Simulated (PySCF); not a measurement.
Coordinates in bohr (charge 0 multiplicity 1):
```
Pb    0.0000    0.0000    0.0000
O     0.0000    0.0000    3.5882
O     0.0000    0.0000   -3.5882
```

Method: PBE in PySCF with Pb def2-TZVP with ECP60, O def2-TZVP; scalar-relativistic core potentials, no spin–orbit coupling; density-fitted integrals.

This geometry of PbO₂ is a stationary point at this level.

What is the point group?

D∞h.

Is it a minimum?

Yes: all harmonic wavenumbers are real.

List the harmonic modes with their infrared intensities.


| symmetry | ω (cm⁻¹) | IR (km/mol, summed over degenerate members) | type |
| --- | --- | --- | --- |
| πu | 140 | 49.2 | bend |
| σg+ | 686 | 0.0 | stretch |
| σu+ | 775 | 86.5 | stretch |

Give the atomic charges and bond orders.


| atom | Mulliken | Löwdin | polar tensor | Mayer order to Pb1 |
| --- | --- | --- | --- | --- |
| Pb1 | 0.98 | 0.73 | 1.08 | – |
| O2,3 | -0.49 | -0.36 | -0.54 | 1.69 |
Other Mayer orders above 0.3: O–O 0.35.

Give the ideal-gas entropy at 298.15 K and 1 bar by parts.

translation 177.2, rotation 62.9, vibration 25.8, spin 0.0; total 265.9 J/(mol K).

In D∞h the vibrations span πu + σg+ + σu+. The σg+ mode carries no infrared intensity, as symmetry demands. With a centre of inversion only u modes can be infrared active and only g modes Raman active.

No spin–orbit coupling is included, which matters more the heavier the element.
